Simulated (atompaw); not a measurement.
A failed generation for Hf (Z = 72)

Input:

```
Hf 72
GGA-PBE scalarrelativistic loggrid 2001 logderivrange -6 5 276
6 6 5 4 0 0
6 0 0
6 1 0
5 2 2
0 0 0
c
c
c
c
c
v
c
c
c
v
v
c
c
v
c
2
2.10 1.98 2.02 1.38
y
0.65
n
n
y
-0.85
n
custom rrkj vanderbiltortho besselshape
3 -0.5 ultrasoft
2.10
2.10
1.50
2.10
2.10
2.10
PWSCFOUT
UPFDX 0.0125d0 UPFXMIN -7.d0 UPFZMESH 72.d0
END
```

```bash
atompaw < Hf.input > Hf.log
```

End of the output:

```
  6  999    3    2   -0.8500000E+00  0.8036651E+03  0.0000000E+00

 Eigenvalues of overlap operator (in the basis of projectors):
    1       -1.08107619E-01
    2        9.37792235E-02
    3        6.74822209E-01
    4        6.53711050E+00
    5        2.32400909E+01
    6        6.31470876E+03

The overlap operator has at least one negative eigenvalue!
It might be not positive definite...
Program is stopping.
This probably means that your projectors are too similar
or that your PAW basis is incomplete.
Advice: try to change your input parameters (f.i. : reference energies).
```

Question: Why did it fail, and what change makes it run?

Answer: The run stopped because the overlap operator built from these waves and projectors is not positive definite. A run that differs only in the following succeeds: all radii scaled by about 1.31 (s 2.75, p 1.95, d 2.75 bohr); local potential ultrasoft scheme with l = 3 at -0.5 Ry, radius 2.65 bohr; augmentation besselshape compensation charge, radius 2.60 bohr; PAW radius 2.75 bohr; waves and projectors: custom rrkj vanderbiltortho; core correction smooth core density matched at 1.80 bohr. The answer isn't unique; the calculation gave this one.
